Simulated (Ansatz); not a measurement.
Geometry optimisation, RKS B3LYP/def2-SVP (Ansatz 0.2.0).

Input file:

```yaml
crystal:
  periodic: [false, false, false]
  atoms:
    - { symbol: S, position_ang: [-1.33237, -0.98277, -0.0632] }
    - { symbol: O, position_ang: [-0.3819, -0.0562, 0.8781] }
    - { symbol: Te, position_ang: [-1.07317, 1.18564, 2.35913] }
    - { symbol: H, position_ang: [-1.52293, -0.10318, -1.06967] }
    - { symbol: H, position_ang: [-1.14174, -0.06682, 3.4238] }
basis:
  gaussian: { orbitals: def2-SVP }
hamiltonian:
  xc: b3lyp
relax:
  f_tol: 0.015
  max_steps: 40
```

Launched with:

```bash
$ ansatz run input.yaml --threads 1 --pin off --max-ram 2048MiB --backend cpu --events-out ev --progress --plain --runs-dir out
```

Problem. Where does it end, and by what steps?

Solution. The run converged. After 5 steps the energy has fallen by 0.056 eV; O2 moved furthest, 0.10 Å.

| step | energy less start (eV) | largest force component (eV/Å) | accepted |
| --- | --- | --- | --- |
| 0 | 0.0000 | 0.986 | yes |
| 1 | -0.0329 | 0.581 | yes |
| 2 | -0.0519 | 0.179 | yes |
| 3 | -0.0549 | 0.081 | yes |
| 4 | -0.0557 | 0.079 | yes |
| 5 | -0.0562 | 0.014 | yes |

```xyz
5
Properties=species:S:1:pos:R:3
S -1.295 -0.998 -0.072
O -0.283 -0.033 0.855
Te -1.035 1.175 2.341
H -1.612 -0.099 -1.048
H -1.226 -0.069 3.452
```

Whether the end is a true minimum wasn't checked by a vibrational analysis.

The run took 16 s on 1 thread of Arm Neoverse V2 (shared host), peak memory 0.13 GiB.
